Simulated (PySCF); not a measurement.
C6H5O, doublet, at a GFN2-xTB geometry; MP2/6-31G* (PySCF).

PySCF was given this input:
```python
from pyscf import gto, scf, mp

mol = gto.Mole()
mol.atom = '''
    O     2.276765   -0.488862   -0.040830
    C     0.946453   -0.226251   -0.014417
    C     0.019144   -1.228074    0.135495
    C    -1.324906   -1.043550    0.171148
    C    -1.815772    0.258067    0.047192
    C    -0.923178    1.301261   -0.105862
    C     0.440917    1.072870   -0.137484
    H     2.770625    0.332314   -0.152592
    H    -2.004565   -1.873301    0.291621
    H    -2.880119    0.436332    0.071858
    H    -1.290127    2.312926   -0.202814
    H     1.134112    1.896697   -0.257865
'''
mol.basis = '6-31g*'
mol.charge = 0
mol.spin = 1
mol.verbose = 4
mol.build()

mf = scf.UHF(mol)
mf.kernel()

pt = mp.MP2(mf)
pt.kernel()
print('E(MP2) = %.10f' % pt.e_tot)
```

### Question
Write the output that PySCF gives for this input, abridged.

### Answer

```
PySCF version 2.14.0

[INPUT] verbose = 4
[INPUT] num. atoms = 12
[INPUT] num. electrons = 49
[INPUT] charge = 0
[INPUT] spin (= nelec alpha-beta = 2S) = 1
[INPUT] symmetry False subgroup None
[INPUT] Mole.unit = angstrom
[INPUT] Symbol           X                Y                Z      unit          X                Y                Z       unit  Magmom
[...]
nuclear repulsion = 261.955187683739
number of shells = 52
number of NR pGTOs = 209
number of NR cGTOs = 108
basis = 6-31g*
ecp = {}

******** <class 'pyscf.scf.uhf.UHF'> ********
method = UHF
initial guess = minao
damping factor = 0
level_shift factor = 0
DIIS = <class 'pyscf.scf.diis.CDIIS'>
diis_start_cycle = 1
diis_space = 8
diis_damp = 0
SCF conv_tol = 1e-09
SCF conv_tol_grad = None
SCF max_cycles = 50
direct_scf = True
direct_scf_tol = 1e-13
number electrons alpha = 25  beta = 24
Set gradient conv threshold to 3.16228e-05
init E= -306.951287843834

cycle= 1 E= -304.77194771155  delta_E= 2.18  |g|= 0.424  |ddm|=  2.5
cycle= 2 E= -304.878576824803  delta_E= -0.107  |g|= 0.199  |ddm|= 0.586
cycle= 3 E= -304.898164092545  delta_E= -0.0196  |g|= 0.0713  |ddm|= 0.223
cycle= 4 E= -304.902943505715  delta_E= -0.00478  |g|= 0.0216  |ddm|= 0.117
cycle= 5 E= -304.903788340791  delta_E= -0.000845  |g|= 0.0139  |ddm|= 0.0403
cycle= 6 E= -304.904315195194  delta_E= -0.000527  |g|= 0.0112  |ddm|= 0.0314
cycle= 7 E= -304.904775263713  delta_E= -0.00046  |g|= 0.0107  |ddm|= 0.0283
cycle= 8 E= -304.905033235669  delta_E= -0.000258  |g|= 0.0108  |ddm|= 0.0153
cycle= 9 E= -304.90462518124  delta_E= 0.000408  |g|= 0.0105  |ddm|= 0.0242
cycle= 10 E= -304.902147508138  delta_E= 0.00248  |g|= 0.00805  |ddm|= 0.174
cycle= 11 E= -304.899930306364  delta_E= 0.00222  |g|= 0.00682  |ddm|= 0.233
cycle= 12 E= -304.89834678114  delta_E= 0.00158  |g|= 0.00957  |ddm|= 0.158
cycle= 13 E= -304.904008110854  delta_E= -0.00566  |g|= 0.0101  |ddm|= 0.522
cycle= 14 E= -304.903943231802  delta_E= 6.49e-05  |g|= 0.0101  |ddm|= 0.00424
cycle= 15 E= -304.904231614642  delta_E= -0.000288  |g|= 0.0105  |ddm|= 0.0189
cycle= 16 E= -304.903821818509  delta_E= 0.00041  |g|= 0.0101  |ddm|= 0.0267
cycle= 17 E= -304.904046108432  delta_E= -0.000224  |g|= 0.0109  |ddm|= 0.0161
cycle= 18 E= -304.903896040893  delta_E= 0.00015  |g|= 0.0106  |ddm|= 0.0102
cycle= 19 E= -304.902937026526  delta_E= 0.000959  |g|= 0.00941  |ddm|= 0.0674
cycle= 20 E= -304.900966046522  delta_E= 0.00197  |g|= 0.00835  |ddm|= 0.177
[...]
cycle= 29 E= -304.901294294197  delta_E= 0.0022  |g|= 0.00987  |ddm|= 0.18
cycle= 30 E= -304.898780684611  delta_E= 0.00251  |g|= 0.012  |ddm|= 0.273
cycle= 31 E= -304.901617235174  delta_E= -0.00284  |g|= 0.0105  |ddm|= 0.304
cycle= 32 E= -304.905213406174  delta_E= -0.0036  |g|= 0.0132  |ddm|= 0.257
cycle= 33 E= -304.903832968291  delta_E= 0.00138  |g|= 0.0119  |ddm|= 0.0856
cycle= 34 E= -304.901127345273  delta_E= 0.00271  |g|= 0.0113  |ddm|= 0.217
cycle= 35 E= -304.901172869493  delta_E= -4.55e-05  |g|= 0.0113  |ddm|= 0.00464
cycle= 36 E= -304.90108395281  delta_E= 8.89e-05  |g|= 0.0115  |ddm|= 0.00839
cycle= 37 E= -304.901070079407  delta_E= 1.39e-05  |g|= 0.0113  |ddm|= 0.00238
cycle= 38 E= -304.900314316126  delta_E= 0.000756  |g|= 0.0115  |ddm|= 0.0845
cycle= 39 E= -304.898603409062  delta_E= 0.00171  |g|= 0.0134  |ddm|= 0.183
cycle= 40 E= -304.900558320092  delta_E= -0.00195  |g|= 0.0101  |ddm|= 0.208
cycle= 41 E= -304.901716879321  delta_E= -0.00116  |g|= 0.00775  |ddm|= 0.118
cycle= 42 E= -304.902537731163  delta_E= -0.000821  |g|= 0.00852  |ddm|= 0.071
cycle= 43 E= -304.901992355649  delta_E= 0.000545  |g|= 0.00795  |ddm|= 0.0504
cycle= 44 E= -304.902331640791  delta_E= -0.000339  |g|= 0.00843  |ddm|= 0.0296
cycle= 45 E= -304.901251637426  delta_E= 0.00108  |g|= 0.00695  |ddm|= 0.101
cycle= 46 E= -304.900121029134  delta_E= 0.00113  |g|= 0.00638  |ddm|= 0.127
cycle= 47 E= -304.898846759865  delta_E= 0.00127  |g|= 0.00777  |ddm|= 0.137
cycle= 48 E= -304.901086882791  delta_E= -0.00224  |g|= 0.00638  |ddm|= 0.246
cycle= 49 E= -304.903446300612  delta_E= -0.00236  |g|= 0.01  |ddm|= 0.202
cycle= 50 E= -304.900617665534  delta_E= 0.00283  |g|= 0.00646  |ddm|= 0.253
SCF not converged.
SCF energy = -304.900617665534 after 50 cycles  <S^2> = 0.84345102  2S+1 = 2.0913642

******** <class 'pyscf.mp.ump2.UMP2'> ********
nocc = (np.int64(25), np.int64(24)), nmo = (108, 108)
Init E(MP2) = -0.90719373111571
cycle = 1  E_corr(MP2) = -0.907194116869302  dE = -3.85753592e-07  norm(t2) = 0.00048723
cycle = 2  E_corr(MP2) = -0.907194419330836  dE = -3.02461534e-07  norm(t2) = 8.94134e-07
cycle = 3  E_corr(MP2) = -0.907194419495653  dE = -1.64817049e-10  norm(t2) = 1.98961e-09
E(UMP2) = -305.807812085029  E_corr = -0.907194419495653
E(SCS-UMP2) = -305.774535013162  E_corr = -0.873917347628731
E_corr(same-spin) = -0.247749179730061
E_corr(oppo-spin) = -0.659445239765592
E(MP2) = -305.8078120850
```

The run did not converge; its last values are not results.
